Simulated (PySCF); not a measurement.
B(Cl)(vinyl)(NH2) (C2H5BClN), SMILES C=CB(N)Cl.

The structure is a stationary point at PBE0-D3(BJ)/def2-SVP. The structure was generated by enumeration, and PubChem lists no compound with its InChIKey, so it may never have been made. The values are those of a single conformer.

All values below come from PBE0-D3(BJ)/def2-SVP (PySCF).

Frequencies are harmonic and unscaled.

| mode | ν (cm⁻¹) | IR (km/mol) | moving atoms (share of kinetic energy) |
|---|---|---|---|
| 1 | 81 | 0.8 | C 48 %, H 37 %, Cl 8 % |
| 2 | 201 | 1.5 | C 28 %, H 27 %, N 25 %, Cl 11 %, B 9 % |
| 3 | 297 | 1.0 | C 33 %, H 27 %, N 17 %, Cl 16 % |
| 4 | 343 | 5.1 | H 40 %, B 17 %, N 16 %, Cl 16 %, C 11 % |
| 5 | 450 | 23.6 | H 37 %, Cl 21 %, C 21 %, B 20 % |
| 6 | 516 | 121.1 | H 75 %, N 18 % |
| 7 | 590 | 21.1 | H 89 % |
| 8 | 657 | 22.8 | H 26 %, N 22 %, C 21 %, B 17 %, Cl 15 % |
| 9 | 680 | 28.8 | B 38 %, H 34 %, C 24 % |
| 10 | 834 | 6.8 | H 57 %, N 16 %, C 16 %, B 10 % |
| 11 | 987 | 33.7 | H 73 %, C 27 % |
| 12 | 1025 | 5.2 | H 77 %, C 18 % |
| 13 | 1051 | 10.7 | H 90 %, C 9 % |
| 14 | 1115 | 225.3 | B 56 %, H 30 %, N 8 % |
| 15 | 1295 | 20.1 | H 68 %, C 27 % |
| 16 | 1380 | 59.4 | H 45 %, B 44 % |
| 17 | 1443 | 45.8 | H 70 %, C 14 %, B 14 % |
| 18 | 1594 | 197.8 | H 63 %, N 24 %, B 13 % |
| 19 | 1704 | 31.8 | C 86 %, H 12 % |
| 20 | 3141 | 13.1 | H 95 % |
| 21 | 3174 | 1.9 | H 92 %, C 8 % |
| 22 | 3236 | 10.4 | H 89 %, C 11 % |
| 23 | 3635 | 50.3 | H 96 % |
| 24 | 3747 | 44.0 | H 91 %, N 9 % |
